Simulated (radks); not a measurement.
Problem. Ionisation ladder of germanium, from Ge XXIII to Ge XXXII. Each ion is in the ground configuration listed by NIST, and IE = E(next ion) - E(this ion), with E = 0 for the bare nucleus. Calculated with a radial shooting solver on a logarithmic mesh with Libxc functionals: Dirac Kohn-Sham, PBE, spin-unpolarised, spherical densities, finite nucleus; open shells fill j = l - 1/2 first; Fermi nuclear charge, rms radius 4.0742 fm.

species    configuration  IE, Delta-SCF (eV)  -e(HOMO) (eV)   HOMO  <r> HOMO (bohr)
Ge XXIII            [Ne]                   ?         2118.5  2p3/2            0.181
Ge XXIV     [He] 2s2 2p5              2309.2         2244.9  2p3/2            0.178
Ge XXV      [He] 2s2 2p4              2439.1         2373.8  2p3/2            0.175
Ge XXVI     [He] 2s2 2p3              2571.2         2504.8  2p3/2            0.173
Ge XXVII    [He] 2s2 2p2              2744.1         2675.7  2p1/2            0.167
Ge XXVIII   [He] 2s2 2p1                   ?         2812.8  2p1/2            0.165
Ge XXIX         [He] 2s2                   ?         3023.2  2s1/2            0.193
Ge XXX          [He] 2s1              3191.2         3136.7  2s1/2            0.191
Ge XXXI             [He]             13617.0        13371.9  1s1/2           0.0466
Ge XXXII             1s1                   ?        13858.8  1s1/2           0.0461

Estimate the withheld Delta-SCF values.

Solution. Ge XXIII: 2181.5 eV (NIST 2178.2); Ge XXVIII: 2881.9 eV (NIST 2882); Ge XXIX: 3080.3 eV (NIST 3074); Ge XXXII: 14076.4 eV (NIST 14119.4).

Beside tabulated values, note that spin-unpolarised runs miss the spin-polarisation part of the exchange energy of open shells.
